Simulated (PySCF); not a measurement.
(Z)-1,2-difluoroethene (C₂H₂F₂), SMILES F/C=C\F. Heavy atoms are numbered as in [F:1]/[CH:2]=[CH:3]\[F:4]. Hydrogens are named by the atom that carries them.

Coordinates come from a B3LYP-D3(BJ)/def2-SVP optimisation.

Computed with r2SCAN/def2-TZVPD (PySCF).

Mulliken values depend strongly on the basis, most of all with diffuse functions as here. ESP charges are fitted to the potential on shells at 1.4 to 2.0 van der Waals radii. Atomic charges (e), one atom of each kind:

```csv
atom,ESP fit,Mulliken
F1,___,-0.24
C2 (CH),___,0.00
H on C2,___,0.24
```

**Question.** Fill in the missing entries. (The exact figures need the calculation; the answer reports its results.)

**Answer.** 
- F1, ESP fit: -0.07
- C2 (CH), ESP fit: -0.08
- H on C2, ESP fit: 0.15
